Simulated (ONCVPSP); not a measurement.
Before and after: ONCV potential for Co (Z = 27)

- Element: cobalt (Co)
- Generator: ONCVPSP 4.0.1
- Type: optimised norm-conserving Vanderbilt (ONCV)
- Functional: PBE
- Relativity: scalar-relativistic
- Frozen core: [Ne]
- Valence charge: 17
- Reference configuration: 3s2 3p6 3d7 4s2
- Partial waves: 3s+4s: rc 1.35 bohr, ncon 4, nbas 8, qcut 6.7 1/bohr, 2 projectors; 3p: rc 0.80 bohr, ncon 4, nbas 9, qcut 8.7 1/bohr, 2 projectors, debl 1.5 Ha; 3d: rc 1.15 bohr, ncon 4, nbas 8, qcut 13.4 1/bohr, 2 projectors, debl 1.6 Ha
- Local potential: polynomial inside 0.70 bohr (lpopt 5, dvloc0 0 Ha)
- Core correction: none

In the p channel the program set the typed energies aside and used -2.412, 0.250 Ha.

Change: core [Ne] 3s2, valence charge 15; reference 3p6 3d7 4s2; waves now 4s: rc 2.35 bohr, ncon 3, nbas 7, qcut 3 1/bohr, 3 projectors, debl 1.3 Ha; 3p: rc 0.75 bohr, ncon 3, nbas 6, qcut 8.9 1/bohr, 2 projectors, debl 1.1 Ha; 3d: rc 1.15 bohr, ncon 3, nbas 8, qcut 11.2 1/bohr, 2 projectors, debl 1.2 Ha.

Cutoffs: the cutoffs (Ha) at which the residual kinetic energy of the hardest occupied pseudo-wave falls to 1 and 0.1 mHa per electron; they do not see the model core or the augmentation charge, which bear on the density cutoff. Errors are all-electron minus pseudo energies relative to the spin-unpolarised reference configuration.

Task: What does the change do?

Result: The potential gets neither clearly harder nor softer (71 Ha and 376 Ha → 90 Ha and 205 Ha); a bound ghost appears in s, which as a rule spoils a file. Several settings change at once here, so the effects cannot be laid on one of them.

```tsv
quantity	base	changed
cutoff, loose	71 Ha	90 Ha
cutoff, tight	376 Ha	205 Ha
loose cutoff by channel	s 13 Ha, p 52 Ha, d 71 Ha	s 3.8 Ha, p 90 Ha, d 56 Ha
bound ghosts	none	s
GHOST(+) flags under 300 eV	s at 237.0 eV	s at 178.3 eV
largest error over its own tests, meV	-195	-30
d: phases at 1.16 bohr within 0.05 rad from the reference energy up to (Ha; the scan ends near 5)	to the end of the scan	to the end of the scan
```

 A true bound ghost makes a file unfit for plane-wave use even where its test errors are small: the radial tests pick states by their node count and pass the ghost by.
